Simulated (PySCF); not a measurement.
# C₆ coefficients of unlike pairs at PBE0

Calculated with PySCF 2.14 from the dipole response of each species, C₆(A,B) = (3/π) ∫ α_A(iu) α_B(iu) du, in atomic units, from isotropic polarisabilities. For ions this is the dispersion term alone; charge-induced terms of lower order in 1/R come first.

```json
{"species": "Sc", "configuration": "[Ar] 3d1 4s2 (2D)", "basis": "aug-cc-pVDZ-DK (7s6p4d2f)", "relativity": "spin-free X2C", "α (bohr³)": "127.1", "C₆ (like pair)": "1586"}
{"species": "Si(2+)", "configuration": "[Ne] 3s2 (1S)", "basis": "dyall-av3z (19s12p3d2f)", "relativity": "spin-free X2C", "α (bohr³)": "11.80", "C₆ (like pair)": "40.53"}
{"species": "Ca(2+)", "configuration": "[Ar] (1S)", "basis": "aug-cc-pwCVTZ-X2C (9s8p6d3f)", "relativity": "spin-free X2C", "α (bohr³)": "3.273", "C₆ (like pair)": "10.76"}
{"species": "N(3+)", "configuration": "[He] 2s2 (1S)", "basis": "aug-cc-pCVTZ-DK (7s6p4d2f)", "relativity": "spin-free X2C", "α (bohr³)": "2.118", "C₆ (like pair)": "2.101"}
```

Estimate C₆ for N(3+) with Ca(2+).

The integral gives 4.496. The combination rule 2 C_A C_B / (C_A α_B/α_A + C_B α_A/α_B) gives 4.429 and the geometric mean 4.755.

No spin-orbit coupling is included.

The other pairs:

```
          pair     C₆
    Si(2+), Sc  225.3
 N(3+), Si(2+)  8.945
     N(3+), Sc  45.43
Ca(2+), Si(2+)  17.58
    Ca(2+), Sc  80.56
```
